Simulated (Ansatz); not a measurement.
Basis sets compared for Na₄H₄. Total charge 0; singlet. Geometry r2SCAN-D4/def2-SVP. Ansatz on 4 threads of Arm Neoverse V2 on a shared host; times are rough, and most runs start from earlier orbitals.

Cartesian coordinates in Å:
```
Na -1.712 0.750 0.275
Na 1.028 0.185 1.573
Na -0.175 -1.832 -0.426
Na 0.860 0.897 -1.423
H -1.068 -0.191 -1.636
H 1.779 -0.780 -0.285
H 0.182 1.904 0.442
H -0.894 -0.933 1.478
```

The structure comes from a short search, and lower isomers may exist.

| level | functions | energy (Eh) | HOMO (eV) | LUMO (eV) | wall time |
| --- | --- | --- | --- | --- | --- |
| PBE-D4/def2-SVP | 80 | -650.8436 | -4.41 | -0.64 | 0.75 s |
| PBE-D4/def2-TZVP | 152 | -651.0911 | -4.45 | -0.72 | 1.4 s |
| r2SCAN-D4/def2-TZVP (with forces) | 152 | -651.4465 | -4.60 | -0.07 | 3.7 s |
| PBE0-D4/def2-SVP | 80 | -650.9115 | -5.46 | -0.12 | 1 s |
| PBE0-D4/def2-TZVP | 152 | -651.1552 | -5.49 | -0.21 | 1.6 s |

**Question.** Estimate the rows for PBE-D4/def2-TZVPD, r2SCAN-D4/def2-TZVPD, PBE0-D4/def2-TZVPD.

**Answer.** 
```tsv
level	functions	energy (Eh)	HOMO (eV)	LUMO (eV)	wall time
PBE-D4/def2-TZVPD	176	-651.0921	-4.44	-0.72	2 s
r2SCAN-D4/def2-TZVPD	176	-651.4472	-4.58	-0.11	4.7 s
PBE0-D4/def2-TZVPD	176	-651.1560	-5.47	-0.24	2.1 s
```
